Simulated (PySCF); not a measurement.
GeH2, charge +1, multiplicity 2. Atoms are numbered in the order given.

```xyz
3

Ge     0.0000     0.0000    -0.0450
H      0.0000     1.3417     0.7193
H      0.0000    -1.3417     0.7193
```
Charge +1, spin multiplicity 2.

The structure is a stationary point at ωB97X-D3(BJ)/def2-TZVPD. The spin state was assumed, not searched. The isomer is the one that the SMILES or the coordinates give; other isomers of the formula were not compared.

Calculation: M06-2X/def2-TZVPD (PySCF).

The molecule is in vacuum.

Computed frontier levels, dipole moment and polarisability:
| Item | Value |
|---|---|
| α spin, highest occupied and lowest empty level | -15.54 and -9.36 eV |
| β spin, highest occupied and lowest empty level | -18.24 and -10.27 eV |
| dipole moment about the centre of nuclear charge | 0.28 D |
| mean static polarisability | 23.0 bohr³ (3.40 Å³) |
| polarisability, principal values | 19.3, 21.6, 27.9 bohr³ |
| ⟨S²⟩ | 0.752 (pure state 0.75) |
